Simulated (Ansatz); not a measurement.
Relaxation of TlF2⁻ with RKS PBE0-D4/def2-TZVPD.

```sh
$ ansatz run in.yaml --threads 4 --pin off --events-out ev --progress --plain --max-ram 3916MiB
```

```yaml
crystal:
  periodic: [false, false, false]
  atoms:
    - {symbol: Tl, position_ang: [-0.210510, -0.674630, -0.392460]}
    - {symbol: F, position_ang: [-1.281140, 1.434860, -0.952330]}
    - {symbol: F, position_ang: [1.491650, -0.760230, 1.344790]}
basis:
  gaussian: {orbitals: def2-TZVPD}
total_charge: -1
hamiltonian: {xc: pbe0, dispersion: d4}
scf: {lower_state_search: "off"}
output: {orbitals: {seedname: orbitals}}
relax: {f_tol: 0.02, max_steps: 100}
```

It took 4.5 s on 4 threads of Arm Neoverse V1 on a shared host.

Positions (Å) and forces (eV/Å) at steps 1, 2, 3, 4, 5 of 5:

```xyz
3
step=1 energy=-10128.6804 eV
Tl   -0.211   -0.675   -0.392    0.194    0.612    0.359
F    -1.281    1.435   -0.952    0.462   -0.748    0.284
F     1.492   -0.760    1.345   -0.656    0.136   -0.643
3
step=2 energy=-10128.8721 eV
Tl   -0.193   -0.621   -0.360   -0.193   -0.606   -0.357
F    -1.164    1.309   -0.864    0.055    0.334    0.143
F     1.357   -0.688    1.224    0.139    0.272    0.214
3
step=3 energy=-10128.9826 eV
Tl   -0.241   -0.777   -0.451    0.042    0.144    0.080
F    -1.029    1.299   -0.727    0.087   -0.159    0.049
F     1.270   -0.522    1.178   -0.129    0.015   -0.129
3
step=4 energy=-10128.9853 eV
Tl   -0.242   -0.779   -0.452    0.032    0.111    0.062
F    -1.021    1.294   -0.720    0.070   -0.125    0.040
F     1.263   -0.515    1.172   -0.102    0.014   -0.102
3
step=5 energy=-10128.9901 eV
Tl   -0.247   -0.795   -0.461    0.003    0.010    0.006
F    -0.984    1.275   -0.687   -0.002   -0.004   -0.003
F     1.232   -0.480    1.149   -0.001   -0.005   -0.002
```

In the def2 sets Tl takes a core potential; there is no spin–orbit coupling. The structure comes from a short search, and lower isomers may exist.
